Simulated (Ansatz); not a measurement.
`C[CH2][In]([Cl])[Cl]` + `BN[SiH3]` → `BN([SiH3])CC` + `[Cl][InH][Cl]` at 500 K and 1 bar (substitution at a C–In bond).

Calculated with Ansatz (gas phase, PBE0-D4/def2-TZVP geometries, no zero-point term in ΔE). CBS: MP2 limit from def2 TZ/QZ plus the TZ coupled-cluster correction, frozen cores. def2 core potentials past Kr. For In outer-core shells are correlated without core-valence functions, which leaves a few kJ/mol of doubt a bond. Each species was taken in one conformer, which may not be the lowest.

```json
{"species": "`C[CH2][In]([Cl])[Cl]`", "CCSD(T)/CBS energy (Eh)": "-1188.59496", "H − E (kJ/mol)": "225.3", "S (J/(mol·K))": "471.2"}
{"species": "`BN[SiH3]`", "CCSD(T)/CBS energy (Eh)": "-372.22946", "H − E (kJ/mol)": "202.1", "S (J/(mol·K))": "342.4"}
{"species": "`BN([SiH3])CC`", "CCSD(T)/CBS energy (Eh)": "-450.74134", "H − E (kJ/mol)": "368.4", "S (J/(mol·K))": "431.3"}
{"species": "`[Cl][InH][Cl]`", "CCSD(T)/CBS energy (Eh)": "-1110.06218", "H − E (kJ/mol)": "50.7", "S (J/(mol·K))": "349.4"}
```

H − E and S are ideal-gas, rigid-rotor, harmonic terms from PBE0-D4/def2-TZVP, for one conformer and one mirror image of each species. 1 Eh = 2625.50 kJ/mol, R = 8.31446 J/(mol·K).

Question: By hand: ΔE, ΔH, ΔS and ΔG.

Answer: ΔE = (-450.74134) + (-1110.06218) − (-1188.59496) − (-372.22946) = 0.02090 Eh = 54.9 kJ/mol. Δ(H − E) = 368.4 + 50.7 − 225.3 − 202.1 = -8.3, so ΔH = 46.6 kJ/mol. ΔS = 431.3 + 349.4 − 471.2 − 342.4 = -32.9 J/(mol·K). ΔG = 46.6 − 500 × (-32.9)/1000 = 63.0 kJ/mol.

Question: By hand: the equilibrium constant, and the temperature at which ΔG would vanish if ΔH and ΔS stayed fixed.

Answer: log₁₀ K = −ΔG/(RT ln 10) = -6.6. ΔH and −TΔS have one sign here, so there is no such temperature.

TΔS isn't small against ΔH here. A doubt of 5 kJ/mol in ΔE shifts log₁₀ K by 0.5 here. Other conformers and mirror images would add mixing entropy, several J/(mol·K) or more a flexible species. Modes under 60 cm⁻¹, often nearly free rotors, make the harmonic entropy too high. These are equilibria of isolated gas molecules and say nothing of rates. Largest T1 diagnostic: 0.013 (customary marks: 0.02 for closed shells, 0.045 for open ones).
